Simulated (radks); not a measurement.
Initial-state core-level shifts of neutral dysprosium when its valence configuration changes from [Xe] 4f10 6s2. Method: Dirac Kohn-Sham, BLYP, spin-unpolarised, spherical densities, finite nucleus; open shells are shared between the two j in proportion to 2j + 1; Fermi nuclear charge, rms radius 5.2218 fm; computed with a radial shooting solver on a logarithmic mesh with Libxc functionals. Shifts are changes of the shell-averaged eigenvalues in eV (positive: less bound); the change of the density at the nucleus, which sets a Mossbauer isomer shift, is in e/bohr^3, on a base of 7.405e+05.

valence              1s      2p      3p      4s  density at nucleus
4f9 5d1 6s2      -6.420  -6.856  -7.697  -7.383              +39.53
4f10 5d2         +0.732  +0.827  +0.789  +0.820              -56.09
4f10 5d1 6s1     +0.563  +0.613  +0.589  +0.607              -29.72
4f10 6s1 6p1     -1.445  -1.428  -1.408  -1.418              -24.66
4f9.5 5d0.5 6s2  -3.098  -3.299  -3.681  -3.556              +18.91
4f9 5d1 6s1 6p1  -7.776  -8.195  -9.031  -8.721              +10.49
4f9 5d2 6s1      -5.250  -5.617  -6.480  -6.154               +3.17
